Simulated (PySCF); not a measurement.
A PySCF script (with the pyscf-properties extension) for the NMR shieldings of `CNB(O)O`, CH6BNO2, on a GFN2-xTB geometry:

```python
import basis_set_exchange as bse
import numpy as np
from pyscf import gto, dft
from pyscf.prop import nmr

atoms = """
C     1.573106   -0.101606    0.129276
N     0.324267    0.528378   -0.257107
B    -0.943401   -0.081406   -0.167534
O    -1.036086   -1.355917    0.304593
O    -2.098641    0.565286   -0.543181
H     1.716000   -1.028460   -0.429562
H     2.407080    0.567131   -0.071650
H     1.565312   -0.349840    1.193170
H     0.420159    1.473506   -0.585769
H    -1.940256   -1.667159    0.315751
H    -1.982114    1.452759   -0.874031
"""
names = dict.fromkeys(["C", "N", "B", "O", "H"], "pcSseg-1")
basis = {el: gto.basis.parse(bse.get_basis(n, elements=[el], fmt="nwchem")) for el, n in names.items()}
mol = gto.M(atom=atoms, basis=basis, charge=0, verbose=0)
mf = dft.RKS(mol, xc="PBE0")
mf.grids.level = 2
mf.grids.alignment = dft.numint.BLKSIZE   # the property module wants whole blocks of grid points
mf.conv_tol = 1e-9
mf.kernel()

calc = nmr.RKS(mf)   # GIAO
C = mf.mo_coeff
Co = C[:, mf.mo_occ > 0]
resp = mf.gen_response(singlet=True, hermi=2)
def vind(x):   # induced exchange potential for any number of trial vectors
    d = np.einsum("pi,xij,qj->xpq", C, 2 * x.reshape(-1, C.shape[1], Co.shape[1]), Co, optimize=True)
    return np.einsum("xpq,pi,qj->xij", resp(d - d.transpose(0, 2, 1)), C, Co, optimize=True).ravel()
mo1, _ = nmr.rhf.solve_mo1(calc, with_cphf=vind)
sigma = calc.kernel(mo1)
for i, s in enumerate(sigma):   # ppm
    print("%2d %-2s %9.2f" % (i, mol.atom_pure_symbol(i), np.trace(s) / 3))
```

**Question.** Give the expected output.

**Answer.** 
```
 0 C     156.70
 1 N     221.24
 2 B      80.52
 3 O     259.98
 4 O     257.75
 5 H      28.64
 6 H      29.41
 7 H      28.67
 8 H      30.55
 9 H      28.76
10 H      29.48
```

These numbers come from an equivalent density-fitted implementation of the same equations, which agrees with the script to about 0.01 ppm for H and up to a few tenths of a ppm for heavy atoms, so last digits may differ.

Size and cost of the density-fitted run: 115 basis functions, 36 s wall time (31 s CPU) on 1 thread of an Intel Xeon, shared host; peak memory 0.51 GiB.
